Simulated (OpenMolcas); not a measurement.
## C: effect of the basis set

* Program: OpenMolcas
* Method: SS-RASPT2, IPEA 0.25 Eh, imaginary shift 0.1 Eh (closed shells correlated: 1s)
* Active space: 4 electrons in 9 orbitals (RAS2 2s 2p; RAS3 3d, at most 2 electrons)
* State averaging: 2S+1 = 3 even, 3 roots; 2S+1 = 1 even, 6 roots; 2S+1 = 5 odd, 1 root; 2S+1 = 3 odd, 8 roots
* Spin-orbit coupling: RASSI with atomic mean-field integrals over the reference wave functions, term energies averaged over their components

A. ANO-RCC-VTZP [4s3p2d1f], DKH2, point nucleus; CASPT2 step roughly 10 core-seconds
B. ANO-R2 [4s4p2d1f], X2C, finite nucleus; CASPT2 step of the order of 11 core-seconds
C. ANO-RCC-VQZP [5s4p3d2f1g], DKH2, point nucleus; CASPT2 step of the order of 12 core-seconds
D. ANO-RCC [8s8p4d3f2g], DKH2, point nucleus; CASPT2 step of the order of 21 core-seconds

Energies in cm-1 above 2s2 2p2 3P0, the measured ground level; measured values from NIST Handbook of Basic Atomic Spectroscopic Data.

| Level | A | B | C | D | Measured |
| --- | --- | --- | --- | --- | --- |
| 2s2 2p2 3P0 | 0.0 | 0.0 | 0.0 | 0.0 | 0.0 |
| 2s2 2p2 3P1 | 15.1 | 14.8 | 15.1 | 15.0 | 16.4 |
| 2s2 2p2 3P2 | 45.0 | 44.1 | 44.9 | 44.9 | 43.4 |
| 2s2 2p2 1D2 | 10690 | 10710 | 10350 | 10290 | 10193 |
| 2s2 2p2 1S0 | 22250 | 21890 | 21630 | 21500 | 21648 |
| 2s 2p3 5S* 2 | 32000 | 32140 | 32340 | 32580 | 33735 |
| 2s 2p3 3D* 1 | 63960 | 64010 | 63560 | 63300 | 64090 |
| 2s 2p3 3D* 2 | 63960 | 64010 | 63560 | 63300 | 64091 |
| 2s 2p3 3D* 3 | 63960 | 64010 | 63560 | 63300 | 64087 |
| 2s 2p3 3P* 2 | 76820 | 76570 | 76890 | 75990 | 75255 |
| 2s 2p3 3P* 1 | 76820 | 76570 | 76890 | 75990 | 75254 |
| 2s 2p3 3P* 0 | 76820 | 76570 | 76890 | 75990 | 75256 |

Deviations, from unrounded energies. A percentage is the sum of absolute deviations over the sum of measured energies, with the sign that they share, or ± where signs differ.

```
                        Against measurement  Levels     A     B     C     D
             mean absolute deviation (cm-1)      11   720   590   730   550
      fine structure of the ground term (%)       2  ±4.9  ±4.0  ±4.8  ±4.8
other terms of the ground configuration (%)       2  +3.4  +2.4  ±0.6  ±0.8
                   other configurations (%)       7  ±1.5  ±1.3  ±1.7  ±1.3
```

D lies closest to measurement on these levels and C furthest from it. The largest miss of D in the table is 2s 2p3 5S* 2, by -1200 cm-1. The ranking rests on the paired levels alone, and a cruder setting can come out closer through cancelling errors.

Among A to D the level of the table that moves most is 2s 2p3 3P* 2, by 890 cm-1 (lowest in D, highest in C). Moves below CASPT2's spread within the term are not significant.

Term energies are means over components that CASPT2 splits; among the terms shown or strongly mixed into the levels shown the widest spread is 66 cm-1 (2s 2p3 3D*, D). Active for correlation alone: 3d; no level in the range computed is led by a configuration that fills it, so any true level of that kind is missing. Measured partners are found by configuration, term and J. A level has none where our copy of the source lacks it or the pairing is in doubt (some pairs that miss far off the trend of their configuration count as doubtful), and it then counts in no deviation. Only configurations of the active space appear.

* marks odd parity.
